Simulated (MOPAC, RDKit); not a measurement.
Pair of molecules: CH4O (SMILES CO) (first 6 atoms) with CH2F2 (SMILES FCF); geometry from B3LYP-D3(BJ)/def2-TZVP, rigid monomers moved along the line of their centres of mass till O2···H11 is 4.10 Å.
(charge 0, multiplicity 1):
| atom | x (Å) | y (Å) | z (Å) |
|---|---|---|---|
| C | 0.3873 | -0.5809 | 0.4249 |
| O | 0.2626 | 0.7548 | 0.9094 |
| H | -0.2698 | -0.7641 | -0.4311 |
| H | 0.0922 | -1.2381 | 1.2403 |
| H | 1.4182 | -0.8170 | 0.1429 |
| H | 0.5396 | 1.3643 | 0.2184 |
| F | 0.1004 | -1.2348 | 5.6862 |
| C | 0.3613 | 0.0837 | 5.9484 |
| F | 1.5020 | 0.1496 | 6.6957 |
| H | -0.4637 | 0.4825 | 6.5411 |
| H | 0.5195 | 0.5979 | 5.0017 |

Interaction energies are E(AB) − E(A) − E(B) at the monomers' geometry in the complex; basis-set methods are counterpoise corrected. RDKit's UFF carries no charges.

The state that AM1, PM7 reach isn't checked; PM7 holds dispersion and hydrogen-bond terms.

The values were computed with MOPAC for AM1, PM7 (differences of heats of formation); RDKit for the force fields. Each number belongs to the level named beside it.

**Question.** One of these levels gives -0.49 kcal/mol for the interaction energy. Which one is it?
A. PM7
B. AM1
C. UFF

**Answer.** B, AM1. The others give -0.18 (UFF), -0.89 (PM7)
